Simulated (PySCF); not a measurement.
**Zr: ionisation energy**

Zr [Kr] 4d2 5s2 (3F) → Zr⁺ [Kr] 4d2 5s1 (4F), as a difference of total energies. Calculation: PySCF 2.14, in def2-QZVPPD with the def2 core potential (28 electrons) (7s5p4d3f2g, 81 functions); a scalar-relativistic core potential. Correlated levels: valence: 4s2 4p6 frozen. The calculations carry no spin-orbit coupling.

```json
{"method": "UHF", "ionisation energy (eV)": "5.188", "error (eV)": "-1.451"}
{"method": "MP2 (valence)", "ionisation energy (eV)": "6.115", "error (eV)": "-0.524"}
{"method": "SCS-MP2 (valence)", "ionisation energy (eV)": "6.310", "error (eV)": "-0.329"}
{"method": "CCSD (valence)", "ionisation energy (eV)": "6.335", "error (eV)": "-0.304"}
{"method": "CCSD(T) (valence)", "ionisation energy (eV)": "6.416", "error (eV)": "-0.223"}
```

Reference: 6.639 eV (measured; NIST levels, between the centres of gravity of the two terms).

Errors of the correlated levels include the incompleteness of this basis and the frozen core.
